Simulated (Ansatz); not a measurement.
Relaxation of BH₅NOSb (9 atoms, charge 0, multiplicity 1), to a largest force component of 0.015 eV/Å in at most 40 steps.

Method: RKS PBE0-D4/def2-SVP in Ansatz 0.2.0.

```xyz
9
Properties=species:S:1:pos:R:3:forces:R:3
N 0.132 1.454 -0.770 -1.99 1.03 -0.29
B 0.324 0.040 -0.422 -3.01 0.10 0.03
O -0.824 -0.731 -0.050 0.27 -0.36 -2.63
Sb 2.265 -0.926 -0.456 1.24 -0.67 -0.91
H -0.604 1.500 -1.584 1.64 -0.13 1.93
H -0.383 1.958 0.040 0.97 -1.07 -1.57
H -1.204 -1.130 -0.919 0.91 0.86 2.41
H 1.585 -2.519 -0.411 0.13 0.24 -0.12
H 2.367 -0.883 -2.263 -0.14 0.01 1.13
```

Where does it end, and by what steps?

It converged. The force dipped under the threshold on the way, but the program's further checks kept it going. After 34 steps the energy has fallen by 1.935 eV; H5 moved furthest, 1.18 Å.

```
step  energy less start (eV)  largest force component (eV/Å)  accepted
   0                  0.0000                           3.014       yes
   2                 -0.4895                           2.605       yes
   4                 -1.0902                           1.777       yes
   6                 -1.4428                           1.687       yes
   8                 -1.8293                           0.840       yes
  10                 -1.9233                           0.150       yes
  12                 -1.9312                           0.025       yes
  14                 -1.9285                           0.251        no
  16                 -1.9321                           0.008       yes
  18                 -1.9310                           0.176        no
  20                 -1.9334                           0.065       yes
  22                 -1.9342                           0.048       yes
  24                 -1.9347                           0.053       yes
  26                 -1.9350                           0.027       yes
  28                 -1.9352                           0.015       yes
  30                 -1.9353                           0.020       yes
  32                 -1.9354                           0.018       yes
  34                 -1.9354                           0.013       yes
```

```xyz
9
Properties=species:S:1:pos:R:3
N -0.171 1.434 -0.515
B 0.066 0.075 -0.753
O -0.992 -0.730 -1.058
Sb 2.223 -0.684 -0.606
H -1.105 1.826 -0.567
H 0.551 2.099 -0.279
H -0.737 -1.644 -1.205
H 1.732 -2.093 0.251
H 2.090 -1.520 -2.103
```

Whether the end is a true minimum wasn't checked by a vibrational analysis.

Time of the run: 69 s on 2 threads of Intel(R) Xeon(R) Platinum 8488C (Sapphire Rapids) (shared host), peak memory 0.21 GiB.
